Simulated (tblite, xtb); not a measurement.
Cl4SW, charge +1, doublet, at a GFN2-xTB geometry (such geometries of metal compounds can be far from the true shape) (the multiplicity is a formal guess). Base run: GFN1-xTB run with xtb.

Here is a job for xtb.
```
$ xtb mol.xyz --gfn 1 --chrg 1 --uhf 1 --json

# file mol.xyz
6

W      0.00110670    -0.00047700     0.00117363
S      1.53966532    -0.66360810     1.63277594
Cl    -1.46446458     0.63119598    -1.55302746
Cl     0.32912794     2.09336427     0.54810743
Cl     1.24014675    -0.93553112    -1.54199173
Cl    -1.55872427    -1.16238046     1.00507275
```

Programs used: tblite, xtb; a row that names a program was run with it.

Variants of this job, named by their change:

```
change                                                         ΔE vs base (mEh)  SCF cycles
-------------------------------------------------------------  ----------------  ----------
base                                                                      0.000          13
program = tblite; method = gfn1; option = (--etemp, 2000)                -9.764           -
program = tblite; method = gfn1; option = --grad                          0.000           -
program = tblite; method = gfn1; option = --spin-polarized               -5.034           -
program = tblite; method = gfn1; option = (--efield, 0,0,0.1)            -0.452           -
etemp = 10000                                                            -130.3          10
gbsa = toluene                                                          -77.596          13
acc = 30                                                                  0.000          10
```

ALPB and GBSA are two models with their own fitted parameters for each solvent, which aren't always the measured dielectric constant.
